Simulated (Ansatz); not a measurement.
Job for Ansatz (a program for electronic structure): R-PBE/def2-TZVPPD on C3H2O2 (a complex), monomers drawn apart or pushed together. Files ending in .json are basis or fitting sets from the Basis Set Exchange.

Ansatz 0.2 input:
```yaml
crystal:
  periodic: [false, false, false]
  atoms:
    - {symbol: C, position_ang: [-0.62497914, -0.19020078, -0.08033622]}
    - {symbol: C, position_ang: [0.52170081, 0.15034044, -0.12776800]}
    - {symbol: H, position_ang: [-1.64276697, -0.49245405, -0.03192352]}
    - {symbol: H, position_ang: [1.53995539, 0.45277631, -0.16360268]}
    - {symbol: O, position_ang: [1.16664849, 0.35334658, 2.76242714]}
    - {symbol: C, position_ang: [0.05597644, 0.02231142, 2.79903784]}
    - {symbol: O, position_ang: [-1.05401159, -0.30845561, 2.85384973]}
basis:
  gaussian:
    orbitals: def2-TZVPPD.json
hamiltonian:
  xc: {name: PBE}
scf: {lower_state_search: off}
```

**Question.** What total energy does the run end on?

**Answer.** -265.7319 hartree.
